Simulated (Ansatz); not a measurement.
Basis-set extrapolation for CH6F2O2Si2 (`O[Si@H](F)C[Si@@H](O)F`) (PBE0-D4/def2-TZVP geometry, frozen core, Ansatz). Multiplicity 1, RHF reference.

|  | def2-TZVPP | def2-QZVPP |
| --- | --- | --- |
| HF | -968.312985 | -968.350748 |
| MP2 correlation | -1.388308 | -1.507580 |
| CCSD(T) correlation | -1.468119 | not run |

Energies in hartree. Use E(X) = E(∞) + A·exp(−7.88·√X) for Hartree–Fock and E(X) = E(∞) + B·X^(−2.97) for correlation, with X = 3 and 4, and add CCSD(T) minus MP2 of the smaller set to the MP2 limit.

Problem. What is the CCSD(T) energy at the basis-set limit?

Solution. HF limit: -968.350748 + (-0.037763) × 0.13774 = -968.35595. MP2 limit: -1.507580 + (-0.119272) × 0.74074 = -1.59593. Higher-order term: -1.468119 − (-1.388308) = -0.07981. Total: -970.03169 hartree, 657.9 kJ/mol below CCSD(T)/def2-TZVPP.
